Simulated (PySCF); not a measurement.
These are ωB97X-D3(BJ)/def2-TZVP // PBE0-D3(BJ)/def2-SVP in PySCF values and carry that method's errors. Isolated molecules, 0 K electronic values unless said otherwise. One relaxed conformer stands for a flexible species; it need not be the lowest. Delta-SCF ions had no search for a lower state. Excitations are Tamm–Dancoff values on a coarser integration grid. The basis has no diffuse functions, so Rydberg states are missing or too high.

Reference species (SMILES): `FC(F)(F)/C=C/c1ccccc1` (C–C–C–C torsion 180°) (neutral, multiplicity 1).

```yaml
T1 excitation (TDA): 3.33 eV
vertical electron affinity (Delta-SCF): 0.00 eV
vertical ionisation energy (Delta-SCF): 8.91 eV
brightest of the four lowest singlets (TDA): 7.02 eV
```

Changed species: `FC(F)(F)/C=C\c1ccccc1` (C–C–C–C torsion 152°).

**Question.** Predict the effect on the T1 excitation (TDA), vertical electron affinity (Delta-SCF), vertical ionisation energy (Delta-SCF) and brightest of the four lowest singlets (TDA).

**Answer.** the T1 excitation (TDA) rises by 0.12 eV, to 3.45 eV; the vertical electron affinity (Delta-SCF) falls by 0.12 eV, to -0.12 eV; the vertical ionisation energy (Delta-SCF) is nearly the same; the brightest of the four lowest singlets (TDA) hardly moves.
